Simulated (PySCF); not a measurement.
How exact exchange moves a shielding

Molecule: `F[Si@@H]1C=CBC1`, C3H6BFSi.

Molfile (atoms numbered from 1):
```
C3H6BFSi
     RDKit          3D

 12 12  0  0  0  0  0  0  0  0999 V2000
   -0.4846   -2.0737    1.9143 F   0  0  0  0  0  0  0  0  0  0  0  0
   -0.1780   -1.3834    0.4675 Si  0  0  2  0  0  4  0  0  0  0  0  0
    1.4638   -0.4934    0.4469 C   0  0  0  0  0  0  0  0  0  0  0  0
    1.3007    0.7491   -0.0778 C   0  0  0  0  0  0  0  0  0  0  0  0
   -0.1519    1.0426   -0.5695 B   0  0  0  0  0  0  0  0  0  0  0  0
   -1.2336    0.1132    0.0885 C   0  0  0  0  0  0  0  0  0  0  0  0
   -0.2769   -2.4814   -0.5346 H   0  0  0  0  0  0  0  0  0  0  0  0
    2.4435   -0.8751    0.7602 H   0  0  0  0  0  0  0  0  0  0  0  0
    2.1581    1.4184   -0.2194 H   0  0  0  0  0  0  0  0  0  0  0  0
   -0.3957    1.8408   -1.4458 H   0  0  0  0  0  0  0  0  0  0  0  0
   -1.4629    0.5411    1.0844 H   0  0  0  0  0  0  0  0  0  0  0  0
   -2.1790   -0.0211   -0.4526 H   0  0  0  0  0  0  0  0  0  0  0  0
  1  2  1  0
  2  3  1  0
  3  4  2  0
  4  5  1  0
  5  6  1  0
  6  2  1  0
  2  7  1  6
  3  8  1  0
  4  9  1  0
  5 10  1  0
  6 11  1  0
  6 12  1  0
M  END
```

GIAO shieldings (ppm, equivalent atoms averaged) in PySCF 2.14.0 with density-fitted response routines on the PBE0-D3(BJ)/def2-SVP geometry, basis pcSseg-1, gas phase, non-relativistic:

```tsv
functional	exact exchange (%)	σ(F1)	σ(Si2)	σ(C6)	σ(B5)
BLYP	0	327.2	320.7	154.2	20.9
BP86	0	329.3	326.3	157.6	24.9
PBE	0	327.5	326.8	157.6	23.5
B3LYP	20	342.1	333.6	160.2	24.8
mPW1PW91	25	347.3	342.3	164.4	28.9
BHandHLYP	50	359.0	353.9	167.9	31.1
HF	100	380.4	391.7	179.6	44.4
```

Q: Fit each shielding as a line in the percentage of exact exchange.

A: σ(F1) = 329.9 + 0.53 x (rms 2.6 ppm); σ(Si2) = 323.7 + 0.66 x (rms 2.7 ppm); σ(C6) = 156.6 + 0.23 x (rms 1.4 ppm); σ(B5) = 22.6 + 0.21 x (rms 1.6 ppm). The functionals also differ in their semilocal parts, which the line can't hold; Hartree–Fock has no correlation at all.

Q: What does the line predict for PBE0 (25 %), and what does the run give?

A: σ(F1): 343.1 predicted, 346.2 computed; σ(Si2): 340.2 predicted, 343.2 computed; σ(C6): 162.3 predicted, 164.8 computed; σ(B5): 27.9 predicted, 28.5 computed ppm.
